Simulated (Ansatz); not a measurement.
`CS[SiH](F)F` → F₂ + `CS[SiH]` at 400 K and 1 bar (silylene formation by 1,1-elimination).

Program: Ansatz. Geometries: PBE0-D4/def2-TZVP. ΔE: electronic, gas phase. CCSD(T)/CBS is the MP2 limit (def2-TZVPP, def2-QZVPP) plus CCSD(T) − MP2 in def2-TZVPP, frozen cores. This one scheme is used for every species. One conformer a species, not always the lowest.

```json
{"species": "`CS[SiH](F)F`", "CCSD(T)/CBS energy (Eh)": "-927.06449", "H − E (kJ/mol)": "175.0", "S (J/(mol·K))": "385.7"}
{"species": "F₂", "CCSD(T)/CBS energy (Eh)": "-199.39789", "H − E (kJ/mol)": "18.5", "S (J/(mol·K))": "211.0"}
{"species": "`CS[SiH]`", "CCSD(T)/CBS energy (Eh)": "-727.28803", "H − E (kJ/mol)": "145.3", "S (J/(mol·K))": "318.8"}
```

H − E and S are ideal-gas, rigid-rotor, harmonic terms from PBE0-D4/def2-TZVP, for one conformer and one mirror image of each species. 1 Eh = 2625.50 kJ/mol, R = 8.31446 J/(mol·K).

Q: By hand: ΔE, ΔH, ΔS and ΔG.

A: ΔE = (-199.39789) + (-727.28803) − (-927.06449) = 0.37857 Eh = 993.9 kJ/mol. Δ(H − E) = 18.5 + 145.3 − 175.0 = -11.2, so ΔH = 982.7 kJ/mol. ΔS = 211.0 + 318.8 − 385.7 = 144.1 J/(mol·K). ΔG = 982.7 − 400 × (144.1)/1000 = 925.1 kJ/mol.

Q: By hand: the equilibrium constant, and the temperature at which ΔG would vanish if ΔH and ΔS stayed fixed.

A: log₁₀ K = −ΔG/(RT ln 10) = -120.8. ΔG = 0 at ΔH/ΔS = 6820 K, far beyond where these terms or the molecules hold.

The number of gas molecules changes by +1, which sets the sign of ΔS. A doubt of 5 kJ/mol in ΔE shifts log₁₀ K by 0.7 here. Other conformers and mirror images would add mixing entropy, several J/(mol·K) or more a flexible species. Modes under 60 cm⁻¹, often nearly free rotors, make the harmonic entropy too high. These are equilibria of isolated gas molecules and say nothing of rates. Largest T1 diagnostic: 0.016 (customary marks: 0.02 for closed shells, 0.045 for open ones).
